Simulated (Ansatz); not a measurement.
`CO[SiH](N)[SiH3]` at its PBE0-D4/def2-TZVP geometry, where that method's forces vanish. Charge 0, multiplicity 1.

```xyz
14

C     0.2824   -2.1564   -0.5875
O    -0.4237   -1.2850    0.2621
Si    0.1537    0.2012    0.6946
N    -0.7476    0.8960    1.9634
Si    0.0525    1.6759   -1.1287
H     1.3022   -2.3363   -0.2255
H     0.3438   -1.7644   -1.6096
H    -0.2461   -3.1108   -0.6171
H     1.5534    0.0134    1.1776
H    -0.6752    0.5423    2.9039
H    -1.6554    1.2954    1.7908
H    -1.3433    2.1682   -1.3096
H     0.9380    2.8540   -0.9200
H     0.4653    1.0065   -2.3944
```

(1) What forces (eV/Å) does B3LYP-D4/def2-TZVPP give on these atoms in Ansatz 0.2.0? (Estimate.)

Answers

(1) The calculation gave: 
```
C1   0.141 -0.286 -0.230
O2  -0.143  0.102  0.129
Si3  0.180  0.073  0.025
N4  -0.045  0.032  0.063
Si5 -0.006  0.073 -0.102
H6  -0.049  0.004 -0.022
H7   0.000 -0.027  0.051
H8   0.037  0.044 -0.007
H9  -0.082  0.010 -0.027
H10 -0.025  0.017  0.021
H11 -0.014  0.008  0.033
H12  0.082 -0.027  0.008
H13 -0.052 -0.066 -0.017
H14 -0.024  0.043  0.074
```

B3LYP here is the variant with VWN-RPA as its local correlation; programs differ in this.
